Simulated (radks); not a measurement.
Values are calculated unless marked as measured or tabulated.
The bromine ion Br7+, configuration [Ar] 3d10. Code: a radial shooting solver on a logarithmic mesh with Libxc functionals. Model: Dirac Kohn-Sham, PBEsol, spin-unpolarised, spherical densities, point nucleus.

Normalised radial functions P(r) = r R(r) (large component), r in bohr:

r	2p1/2	3p1/2
0.005221	0.0418	0.0170
0.005934	0.0517	0.0210
0.006744	0.0641	0.0261
0.007665	0.0794	0.0323
0.008711	0.0985	0.0400
0.009901	0.1220	0.0495
0.01125	0.1509	0.0613
0.01279	0.1865	0.0757
0.01454	0.2300	0.0933
0.01665	0.2865	0.1161
0.01893	0.3511	0.1421
0.02151	0.4284	0.1732
0.02445	0.5202	0.2099
0.02779	0.6280	0.2529
0.03158	0.7531	0.3023
0.0359	0.8961	0.3583
0.0408	1.0568	0.4203
0.04637	1.2337	0.4872
0.0527	1.4236	0.5569
0.0599	1.6213	0.6263
0.06808	1.8194	0.6907
0.07737	2.0077	0.7442
0.08864	2.1835	0.7808
0.1007	2.3115	0.7870
0.1145	2.3889	0.7566
0.1301	2.4030	0.6811
0.1479	2.3451	0.5540
0.1681	2.2122	0.3724
0.1911	2.0091	0.1389
0.2172	1.7487	-0.1372
0.2468	1.4516	-0.4391
0.2805	1.1428	-0.7436
0.3188	0.8482	-1.0232
0.3624	0.5894	-1.2497
0.4118	0.3805	-1.3992
0.4718	0.2183	-1.4577
0.5363	0.1177	-1.4165
0.6095	0.0572	-1.2933
0.6927	0.0248	-1.1097
0.7873	0.0094	-0.8933
0.8948	0.0031	-0.6720
1.017	0.0009	-0.4697
1.156	0.0002	-0.3028
1.314	0.0000	-0.1785
1.493	0.0000	-0.0952
1.697	0.0000	-0.0453
1.929	0.0000	-0.0190
2.21	0.0000	-0.0064
2.511	0.0000	-0.0019
2.854	0.0000	-0.0005
3.244	0.0000	-0.0001
3.687	0.0000	0.0000
4.191	0.0000	0.0000
4.763	0.0000	0.0000

2p1/2: eigenvalue -1671.3 eV, 0 radial nodes, <r> = 0.163 bohr, 90 % of the charge inside 0.266 bohr. 3p1/2: eigenvalue -287.56 eV, 1 radial node at r = 0.204 bohr, <r> = 0.554 bohr, 90 % of the charge inside 0.844 bohr.
